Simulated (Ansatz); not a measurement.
Ansatz (a first-principles code) input (CCSD(T)/STO-3G):

Ansatz 0.2 input:
```yaml
crystal:
  periodic: [false, false, false]
  atoms:
    - {symbol: C, position_ang: [2.87588052, 0.80419199, 0.50394934]}
    - {symbol: C, position_ang: [1.55032907, 0.08709498, 0.75149794]}
    - {symbol: C, position_ang: [0.56890035, 0.26316314, -0.35319606]}
    - {symbol: C, position_ang: [-0.86266990, -0.18455602, -0.27152673]}
    - {symbol: C, position_ang: [-1.67589682, 0.85076285, 0.54036564]}
    - {symbol: C, position_ang: [-0.98192544, -1.55530385, 0.41479937]}
    - {symbol: C, position_ang: [-1.45013675, -0.27530599, -1.68692619]}
    - {symbol: H, position_ang: [2.72317666, 1.88012397, 0.39615580]}
    - {symbol: H, position_ang: [3.34766319, 0.44212658, -0.41200524]}
    - {symbol: H, position_ang: [3.57428367, 0.64469461, 1.32704134]}
    - {symbol: H, position_ang: [1.11853288, 0.43997247, 1.70077161]}
    - {symbol: H, position_ang: [1.74305212, -0.98129950, 0.92030046]}
    - {symbol: H, position_ang: [0.84293607, 0.90883670, -1.18134418]}
    - {symbol: H, position_ang: [-2.72360279, 0.54598407, 0.61028668]}
    - {symbol: H, position_ang: [-1.63784233, 1.83284472, 0.06576872]}
    - {symbol: H, position_ang: [-1.28520918, 0.94872834, 1.55470107]}
    - {symbol: H, position_ang: [-0.41196681, -2.31364045, -0.12562399]}
    - {symbol: H, position_ang: [-0.61458425, -1.52356683, 1.44156423]}
    - {symbol: H, position_ang: [-2.02613151, -1.87363948, 0.44531911]}
    - {symbol: H, position_ang: [-1.38059745, 0.68687506, -2.19917387]}
    - {symbol: H, position_ang: [-0.91335774, -1.01480414, -2.28421283]}
    - {symbol: H, position_ang: [-2.50323858, -0.56351845, -1.65332869]}
basis:
  gaussian:
    orbitals: STO-3G
magnetization: {spin_polarized: true, initial_magnetization: 1}
correlation: {method: ccsd_t, electrons: outside_noble_gas}
```

Output:

```
Functional definition: HF
integrals: 0.03 GiB planned
711 factors; integrals over basis functions are off by at most 4.6e-5 eV
0.15 GiB of device memory are held for the factors and their scratch space
mean field: 0.22 GiB planned
mean field evaluation 1: about -7360.1790 eV, gradient 1.4e1 eV
mean field evaluation 2: about -7360.6840 eV, gradient 1.3e1 eV
mean field evaluation 4: about -7362.3736 eV, gradient 1.2e0 eV
mean field evaluation 8: about -7362.3914 eV, gradient 2.1e-2 eV
mean field evaluation 16: about -7361.9121 eV, gradient 5.3e-1 eV
mean field -7362.39143991 eV, -270.5628950086 hartree, gradient 2.2e-6 eV, S^2 0.766266; 0 other end points of the search recorded, 0 dependent functions left out
7 core orbitals not correlated
reference -7362.39143991 eV, -270.5628950086 hartree; 22, 21 occupied and 21, 22 virtual orbitals, 711 factors
second order -9.40371151 eV of doubles, -0.00000000 eV of singles
coupled cluster: 0.28 GiB planned
cycle   1  -11.51209366 eV  change    -2.1e0 eV  update   9.9e-2
cycle   2  -12.48412193 eV  change   -9.7e-1 eV  update   3.8e-2
cycle   3  -12.55734017 eV  change   -7.3e-2 eV  update   8.7e-3
cycle   4  -12.56491198 eV  change   -7.6e-3 eV  update   3.1e-3
cycle   5  -12.56602413 eV  change   -1.1e-3 eV  update   1.2e-3
cycle   6  -12.56571546 eV  change    3.1e-4 eV  update   4.2e-4
cycle   7  -12.56572873 eV  change   -1.3e-5 eV  update   1.3e-4
cycle   8  -12.56577673 eV  change   -4.8e-5 eV  update   4.9e-5
perturbative correction -0.08303000 eV, -0.0030512962 hartree
Total energy: -7375.04024664 eV, -271.0277300822 hartree
```

It need not be the lowest isomer of its formula.
